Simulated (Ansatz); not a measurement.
Consider the cleavage of the Si–Si bond: `C[Si]([AlH2])([SiH3])Cl` + `CNC` → `CN(C)[SiH3]` + `C[SiH]([AlH2])Cl`.

Calculated with Ansatz (gas phase, PBE0-D4/def2-TZVP geometries, no zero-point term in ΔE). CCSD(T)/CBS adds triple-zeta CCSD(T) − MP2 to the extrapolated MP2 energy (def2 sets, frozen cores). Functionals use def2-TZVPP. B3LYP here is the variant with VWN-RPA as its local correlation; programs differ in this.

`C[Si]([AlH2])([SiH3])Cl`:

Z-matrix (Å, degrees):
```
C
Si 1 1.875
H 1 1.092 2 110.7
H 1 1.094 2 109.9 3 119.7
H 1 1.092 2 110.9 3 -120.6
Al 2 2.452 1 117.5 3 167.1
Si 2 2.341 1 110.7 3 -55.9
Cl 2 2.110 1 107.2 3 59.0
H 6 1.587 2 119.9 1 160.6
H 6 1.589 2 119.9 1 -24.6
H 7 1.491 2 109.3 1 -66.4
H 7 1.487 2 110.3 1 174.5
H 7 1.489 2 111.1 1 53.3
```

`CNC`:

Z-matrix (Å, degrees):
```
C
N 1 1.445
H 1 1.094 2 109.4
H 1 1.092 2 110.0 3 117.9
H 1 1.104 2 114.0 3 -120.2
C 2 1.445 1 112.8 3 65.3
H 2 1.011 1 109.8 3 -171.9
H 6 1.104 2 114.0 1 54.9
H 6 1.094 2 109.4 1 -65.3
H 6 1.092 2 110.0 1 176.8
```

`CN(C)[SiH3]`:

```xyz
13

C    -1.229   -0.607    0.536
N    -0.105   -0.054   -0.179
C     0.873   -1.038   -0.570
Si    0.326    1.599   -0.004
H    -0.938   -1.074    1.490
H    -1.727   -1.375   -0.068
H    -1.964    0.171    0.755
H     0.409   -1.813   -1.192
H     1.339   -1.541    0.291
H     1.669   -0.574   -1.157
H     1.060    1.940    1.256
H    -0.925    2.403   -0.016
H     1.211    1.964   -1.141
```

`C[SiH]([AlH2])Cl`:

Cartesian coordinates in Å:
```
C -1.350 0.838 -0.333
Si -0.073 -0.518 -0.521
Al 1.883 -0.311 0.966
Cl -1.015 -2.337 -0.151
H -1.739 0.878 0.686
H -0.904 1.808 -0.571
H -2.187 0.667 -1.013
H 0.345 -0.570 -1.953
H 2.229 -1.433 2.033
H 2.811 0.978 0.857
```

```csv
level,ΔE (kJ/mol),difference from CCSD(T)/CBS
PBE-D4,-16.7,19.7
r2SCAN-D4,-29.3,7.1
PBE0-D4,-22.7,13.7
B3LYP-D4,-34.6,1.8
ωB97X-V,-35.9,0.5
ωB97M-V,-39.6,-3.2
B2PLYP,-39.7,-3.3
PBE,-17.4,19.0
r2SCAN,-29.6,6.8
PBE0,-23.7,12.7
B3LYP,-35.9,0.5
HF/def2-TZVPP,-51.9,-15.5
MP2/def2-TZVPP,-44.1,-7.7
SCS-MP2/def2-TZVPP,-46.7,-10.3
CCSD/def2-TZVPP,-39.9,-3.5
CCSD(T)/def2-TZVPP,-37.3,-0.9
HF/def2-QZVPP,-53.5,-17.1
MP2/def2-QZVPP,-44.2,-7.8
SCS-MP2/def2-QZVPP,-46.7,-10.3
HF/CBS(def2),-53.7,-17.3
MP2/CBS(def2),-43.2,-6.8
CCSD/CBS(def2),-39.0,-2.6
CCSD(T)/CBS,-36.4,0
```

Largest T1 diagnostic among the species: 0.012.

In def2-TZVPP, CCSD(T) changes the Hartree–Fock value by +14.6 kJ/mol (the triples alone add +2.6 kJ/mol) and MP2 by +7.8 kJ/mol. From PBE to PBE0 (25 % exact exchange), in def2-TZVPP and without D4, ΔE moves by −6.3 kJ/mol.
